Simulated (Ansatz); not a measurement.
Al₂N₂H₈⁺, that is (H2Al-mu-NH2)2 with one electron fewer, relaxed as a doublet with UKS PBE0-D4/def2-SVP in Ansatz, starting from the PBE0-D4/def2-SVP geometry of the neutral singlet. Force threshold 0.02 eV/Å.

Start:

```csv
atom,x (Å),y (Å),z (Å)
Al1,0.3683,0.3848,-1.3198
H2,0.3536,-0.7304,-2.4605
H3,0.7721,1.9056,-1.5815
N4,1.3012,-0.2955,0.2762
Al5,-0.3679,-0.3826,1.3205
H6,-0.3554,0.7304,2.4633
H7,-0.7700,-1.9045,1.5791
N8,-1.3010,0.2971,-0.2757
H9,2.0062,0.3374,0.6568
H10,1.7677,-1.1942,0.1458
H11,-2.0012,-0.3407,-0.6572
H12,-1.7735,1.1927,-0.1470
```

| step | energy (eV) | largest force component (eV/Å) | SCF passes |
| --- | --- | --- | --- |
| 1 | -16281.8343 | 0.888 | 40 |
| 2 | -16281.9655 | 0.343 | 33 |
| 3 | -16281.9798 | 0.059 | 32 |
| 4 | -16281.9798 | 0.087 | 29 |
| 5 | -16281.9813 | 0.027 | 31 |
| 6 | -16281.9817 | 0.004 | 29 |
| 7 | -16281.9817 | 0.010 | 37 |
| 8 | -16281.9817 | 0.005 | 28 |
| 9 | -16281.9818 | 0.013 | 32 |
| 10 | -16281.9827 | 0.123 | 38 |
| 11 | -16281.9837 | 0.314 | 43 |
| 13 | -16281.9968 | 0.423 | 42 |
| 15 | -16282.0334 | 0.484 | 40 |
| 17 | -16282.1125 | 0.855 | 36 |
| 19 | -16282.3537 | 0.341 | 32 |
| 21 (rejected) | -16282.2964 | 0.976 | 31 |
| 23 | -16282.4410 | 0.062 | 30 |
| 25 | -16282.4450 | 0.073 | 27 |
| 27 | -16282.4470 | 0.059 | 29 |
| 29 | -16282.4479 | 0.022 | 26 |
| 30 | -16282.4481 | 0.006 | 26 |

Force components are those of the run's own axes.

End:

```xyz
12

Al    0.3134    0.3343   -1.1165
H     0.5874    0.0245   -2.7314
H     0.8073    1.5307   -2.1686
N     1.2820   -0.3337    0.3389
Al   -0.4139   -0.4267    1.4925
H    -0.3484    0.8000    2.4806
H    -0.7892   -1.9501    1.6392
N    -1.3259    0.2546   -0.2166
H     2.0093    0.2725    0.7327
H     1.7335   -1.2464    0.2168
H    -2.0267   -0.3982   -0.5836
H    -1.8289    1.1384   -0.0839
```

By distances, no bond broke or formed. The bond that changes most is Al1–N8, from 1.97 to 1.87 Å (atoms count from 1). A close non-bonded pair moves further: H2–H3, from 2.81 to 1.62 Å.

The force fell under the threshold at step 6, but the optimiser went on and released 0.466 eV more. No frequencies were taken in this run, so the end may be a saddle point.

Run time 64 s (4 threads of Arm Neoverse V2 on a shared host).
